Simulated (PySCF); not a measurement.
CH₄BrFOSi, SMILES C[Si](O)(F)Br.

Coordinates come from a PBE0-D3(BJ)/def2-SVP optimisation. This is a generated structure with no PubChem entry under its InChIKey; it may be hypothetical. The values are those of a single conformer.

These are HF/def2-TZVP (PySCF) values and carry that method's errors.

```
Item                                                                                                            Value
---------------------------------------------------------------------------------------------  ----------------------
total energy                                                                                      -3076.15244 hartree
highest occupied level                                                                                      -11.71 eV
lowest empty level                                                                                            3.39 eV
orbital gap                                                                                                  15.10 eV
dipole moment                                                                                                  1.18 D
quadrupole, principal values (traceless, Buckingham form, about the centre of nuclear charge)  -6.57, -3.02, 9.60 D·Å
mean static polarisability                                                                       52.0 bohr³ (7.71 Å³)
polarisability, principal values                                                               44.9, 49.8, 61.4 bohr³
```
